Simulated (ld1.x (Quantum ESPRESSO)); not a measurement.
**An all-electron radial function and its pseudo partner (oxygen (O))**

Columns: radius, all-electron u(r) and pseudo u(r) of the 2s shell (level -24.00 eV) of oxygen in the configuration [He] 2s2 2p4; revPBE, scalar-relativistic, TM scheme, ld1.x (Quantum ESPRESSO) 7.5.

| r (bohr) | all-electron | pseudo |
| --- | --- | --- |
| 0.080 | 0.4075 | -0.1361 |
| 0.160 | 0.3490 | -0.2383 |
| 0.240 | 0.1195 | -0.2977 |
| 0.320 | -0.1469 | -0.3484 |
| 0.400 | -0.3915 | -0.4422 |
| 0.480 | -0.5930 | -0.5952 |
| 0.560 | -0.7463 | -0.7463 |
| 0.640 | -0.8535 | -0.8535 |
| 0.720 | -0.9209 | -0.9209 |
| 0.800 | -0.9553 | -0.9553 |
| 0.880 | -0.9639 | -0.9639 |
| 0.960 | -0.9527 | -0.9527 |
| 1.040 | -0.9271 | -0.9271 |
| 1.120 | -0.8913 | -0.8913 |
| 1.200 | -0.8486 | -0.8486 |
| 1.280 | -0.8017 | -0.8017 |
| 1.360 | -0.7527 | -0.7527 |
| 1.440 | -0.7029 | -0.7029 |
| 1.520 | -0.6535 | -0.6535 |
| 1.600 | -0.6054 | -0.6054 |
| 1.680 | -0.5590 | -0.5590 |
| 1.760 | -0.5149 | -0.5149 |
| 1.840 | -0.4730 | -0.4730 |
| 1.920 | -0.4338 | -0.4338 |
| 2.000 | -0.3971 | -0.3971 |
| 2.080 | -0.3629 | -0.3629 |

Problem. How many radial nodes do the two functions have?

Solution. The all-electron 2s function has n − l − 1 = 1; the pseudo-wave has 0, since the states of the same l below it are removed with the core.

Problem. At about which radius was the pseudo-wave matched?

Solution. 0.55 bohr, where the columns begin to agree (steps of 0.08 bohr).

Problem. Is the pseudo-wave norm-conserving?

Solution. Yes: the TM scheme keeps the norm inside the radius equal to the all-electron one, which fixes the energy derivative of the logarithmic derivative at the level.
